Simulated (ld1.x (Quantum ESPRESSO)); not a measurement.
## Pseudopotential generation for oxygen (O): RRKJ, LDA (PZ), scalar-relativistic.

O (Z = 8), norm-conserving RRKJ (Kleinman–Bylander form), made with ld1.x (Quantum ESPRESSO) 7.5 (LDA (PZ), scalar-relativistic). Core [He], reference 2s2 2p4. Waves: 2p (bound): rc 0.95 bohr; 3d channel at 0.2 Ry: rc 0.90 bohr; 2s (bound): rc 0.60 bohr. Local part: the s channel. Core correction: Bessel-smoothed model core, default radius (core density twice the valence density).

All-electron outer shells of the reference configuration (LDA (PZ), scalar-relativistic, ld1.x):

```json
{"shell": "1s", "level (eV)": "-510.89", "outermost node (bohr)": "–", "outermost maximum (bohr)": "0.13"}
{"shell": "2s", "level (eV)": "-23.75", "outermost node (bohr)": "0.28", "outermost maximum (bohr)": "0.88"}
{"shell": "2p", "level (eV)": "-9.20", "outermost node (bohr)": "–", "outermost maximum (bohr)": "0.82"}
```

Results:

* Cutoffs needed: 200 Ry and over 300 Ry (the cutoffs (Ry, on a coarse ladder) from which the occupation-weighted sum of valence levels, in a spherical-Bessel basis at the reference potential, stays within 10 and 1 mRy of its value at 400 Ry)
* Ghost test: no extra level below or beside the all-electron valence levels (p, d, s, f tested) (spherical-Bessel basis up to 400 Ry, 20 bohr box)
* Largest excitation error: +117 meV (all-electron minus pseudo) for 2s2 2p1, out of 7 test configurations

Generation and tests took about 1.1 s on one core of a shared server CPU.
